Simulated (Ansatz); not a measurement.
Program: Ansatz. Geometries: PBE0-D4/def2-TZVP. ΔE: electronic, gas phase. CCSD(T)/CBS is the MP2 limit (def2-TZVPP, def2-QZVPP) plus CCSD(T) − MP2 in def2-TZVPP, frozen cores. This one scheme is used for every species. Functionals use def2-TZVPP. B3LYP here is the variant with VWN-RPA as its local correlation; programs differ in this. One conformer a species, not always the lowest.

Consider the substitution at a C–Si bond: `F[SiH2]C1CO1` + `[SiH3]S` → `[SiH3]SC1CO1` + `F[SiH3]`.

`F[SiH2]C1CO1`:

Cartesian coordinates in Å:
```
F -1.512 -0.845 1.841
Si -0.584 0.318 1.246
C -0.353 0.064 -0.585
C 0.908 -0.487 -1.097
O 0.695 0.906 -1.105
H -1.256 1.609 1.523
H 0.745 0.250 1.899
H -1.217 -0.014 -1.244
H 0.909 -0.960 -2.075
H 1.666 -0.841 -0.402
```

`[SiH3]S`:

Cartesian coordinates in Å:
```
Si 0.322 0.418 -0.016
S -1.390 -0.723 0.563
H 1.585 -0.234 0.414
H 0.163 1.719 0.676
H 0.368 0.627 -1.485
H -1.048 -1.808 -0.151
```

`[SiH3]SC1CO1`:

```xyz
11

Si   -1.721    0.985   -0.829
S    -1.011   -0.853    0.000
C     0.738   -0.473    0.018
C     1.573   -1.027    1.078
O     1.241    0.353    1.041
H    -3.158    0.762   -1.116
H    -0.981    1.285   -2.084
H    -1.558    2.119    0.112
H     1.168   -0.293   -0.964
H     2.613   -1.264    0.872
H     1.096   -1.595    1.872
```

`F[SiH3]`:

Cartesian coordinates in Å:
```
F -0.220 1.432 0.577
Si 0.006 -0.037 -0.015
H 0.014 0.052 -1.494
H -1.105 -0.902 0.448
H 1.305 -0.546 0.484
```

```csv
level,ΔE (kcal/mol),difference from CCSD(T)/CBS
PBE-D4,7.4,-1.2
PBE0-D4,8.0,-0.6
B3LYP-D4,7.9,-0.7
ωB97M-V,8.8,0.2
B2PLYP,8.5,-0.1
PBE,7.9,-0.7
r2SCAN,8.3,-0.3
PBE0,8.5,-0.1
HF/def2-TZVPP,9.2,0.6
SCS-MP2/def2-TZVPP,8.0,-0.6
CCSD/def2-TZVPP,9.2,0.6
CCSD(T)/def2-TZVPP,8.6,0.0
MP2/def2-QZVPP,7.8,-0.8
SCS-MP2/def2-QZVPP,8.0,-0.6
HF/CBS(def2),9.2,0.6
MP2/CBS(def2),7.8,-0.8
CCSD(T)/CBS,8.6,0
```

Largest T1 diagnostic among the species: 0.012.

The D4 term adds −0.9 kcal/mol with B3LYP and −0.5 kcal/mol with PBE0; it sums over pairs of atoms, weighted by their polarisabilities, and B3LYP, whose exchange is more repulsive, gets the larger term.
